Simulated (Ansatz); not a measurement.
System: sum formula H3BNO2, charge 0, multiplicity 2. It need not be the lowest isomer of its formula. SMILES: [O]B(O)N
Structure (B3LYP-D3(BJ)/def2-TZVP (Ansatz, a first-principles code) minimum search):
```
B
O 1 1.3657
O 1 1.3766 2 120.99
H 3 0.9622 1 113.58 2 -6.87
N 1 1.4181 2 118.73 3 -179.22
H 5 1.0052 1 121.74 2 -6.18
H 5 1.0067 6 114.29 1 -159.65
```
Charge 0, spin multiplicity 2.

Atomisation energy built up term by term with Ansatz (kcal/mol; UHF references for open shells; valence terms freeze the core; atomic spin-orbit terms are left out). CBS(X,Y): correlation extrapolated as X^-3; Hartree-Fock from the larger set.

```csv
term,basis,kcal/mol
Hartree-Fock,aug-cc-pVQZ,471.49
CCSD correlation,"CBS(aug-cc-pVTZ,aug-cc-pVQZ)",181.71
(T),"CBS(aug-cc-pVTZ,aug-cc-pVQZ)",12.47
core correlation,cc-pwCVTZ,2.87
scalar relativity (X2C),cc-pVTZ-DK against cc-pVTZ,-0.79
sum: De,,667.7
```

(T) makes 1.9 % of the CCSD(T) atomisation energy; under 5 % is typical of single-reference molecules.
